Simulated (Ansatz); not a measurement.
Reaction (ligand exchange at the Si–O bond): `[OH][Al]([O][SiH3])[O][SiH3]` + `[F][AlH][SH]` → `[F][AlH][S][SiH3]` + `[OH][Al]([OH])[O][SiH3]`

Program: Ansatz. Geometries: PBE0-D4/def2-TZVP. ΔE: electronic, gas phase. CCSD(T)/CBS adds triple-zeta CCSD(T) − MP2 to the extrapolated MP2 energy (def2 sets, frozen cores). This one scheme is used for every species. DFT in def2-TZVPP. B3LYP here is the variant with VWN-RPA as its local correlation; programs differ in this. Each species was taken in one conformer, which may not be the lowest.

```json
{"level": "PBE-D4", "ΔE (eV)": "0.33"}
{"level": "B3LYP-D4", "ΔE (eV)": "0.53"}
{"level": "ωB97X-V", "ΔE (eV)": "0.50"}
{"level": "ωB97M-V", "ΔE (eV)": "0.49"}
{"level": "r2SCAN", "ΔE (eV)": "0.46"}
{"level": "PBE0", "ΔE (eV)": "0.40"}
{"level": "MP2/CBS(def2)", "ΔE (eV)": "0.44"}
{"level": "CCSD/CBS(def2)", "ΔE (eV)": "0.53"}
```

(1) What does CCSD(T)/CBS give? (Best estimate.)

Largest T1 diagnostic among the species: 0.012.

Answers

(1) Ansatz gave: +0.48 eV. The listed levels differ from it by -0.15, 0.05, 0.02, 0.01, -0.02, -0.08, -0.04, 0.05 eV.

In def2-TZVPP, CCSD(T) changes the Hartree–Fock value by −0.22 eV (the triples alone add −0.04 eV) and MP2 by −0.26 eV. From PBE to PBE0 (25 % exact exchange), in def2-TZVPP and without D4, ΔE moves by +0.05 eV.
